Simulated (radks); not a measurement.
The numbers below are computed, except where a source is named.
Ho III, configuration [Xe] 4f11.

Code: a radial shooting solver on a logarithmic mesh with Libxc functionals. Model: Dirac Kohn-Sham, PBE, spin-unpolarised, spherical densities, finite nucleus; open shells fill j = l - 1/2 first; Fermi nuclear charge, rms radius 5.2022 fm.

Energy parts (hartree):
part                       energy
total                 -12626.6444
kinetic                13890.3091
electron-nucleus      -31152.5069
Hartree                 4907.0511
exchange-correlation    -271.4978

Orbitals (lengths in bohr, moments of r in powers of bohr; <r^-3> diverges for s and p1/2):
| orbital | occ. | eigenvalue (hartree) | <r^-3> | <r^2> | <r^4> | small-component weight |
|---|---|---|---|---|---|---|
| 1s1/2 | 2 | -2037.294 | - | 0.0005883 | 9.258e-07 | 6.27e-02 |
| 2s1/2 | 2 | -341.0163 | - | 0.009111 | 0.0001441 | 1.40e-02 |
| 2p1/2 | 2 | -324.6286 | - | 0.006582 | 0.00008842 | 1.40e-02 |
| 2p3/2 | 4 | -293.1372 | 11590 | 0.007804 | 0.0001195 | 1.29e-02 |
| 3s1/2 | 2 | -76.55517 | - | 0.06029 | 0.005497 | 4.48e-03 |
| 3p1/2 | 2 | -69.37765 | - | 0.05588 | 0.004948 | 4.43e-03 |
| 3p3/2 | 4 | -62.80001 | 2509 | 0.06277 | 0.006194 | 4.11e-03 |
| 3d3/2 | 4 | -50.48367 | 425.8 | 0.04960 | 0.004385 | 3.99e-03 |
| 3d5/2 | 6 | -49.04648 | 373.9 | 0.05152 | 0.004700 | 3.90e-03 |
| 4s1/2 | 2 | -15.53230 | - | 0.3042 | 0.1348 | 1.44e-03 |
| 4p1/2 | 2 | -12.68131 | - | 0.3183 | 0.1519 | 1.35e-03 |
| 4p3/2 | 4 | -11.20706 | 562.9 | 0.3566 | 0.1907 | 1.24e-03 |
| 4d3/2 | 4 | -6.51195 | 81.53 | 0.4049 | 0.2685 | 1.06e-03 |
| 4d5/2 | 6 | -6.24456 | 70.37 | 0.4202 | 0.2893 | 1.03e-03 |
| 5s1/2 | 2 | -2.37089 | - | 1.836 | 5.043 | 2.90e-04 |
| 5p1/2 | 2 | -1.60339 | - | 2.353 | 8.668 | 2.27e-04 |
| 5p3/2 | 4 | -1.41801 | 69.34 | 2.709 | 11.53 | 1.98e-04 |
| 4f5/2 | 6 | -0.65114 | 10.03 | 0.9460 | 2.914 | 6.05e-04 |
| 4f7/2 | 5 | -0.61520 | 9.570 | 0.9961 | 3.315 | 5.89e-04 |

The highest occupied level is 4f7/2 at -16.741 eV. The density falls to 0.001 e/bohr^3 at r = 3.38 bohr. The electron density at the nucleus is 8.053e+05 e/bohr^3.

Run on one thread of a shared host, so times are rough (Intel(R) Xeon(R) Platinum 8259CL CPU @ 2.50GHz): 0.26 s of CPU time, 0.26 s wall, 15 iterations on 2254 mesh points.
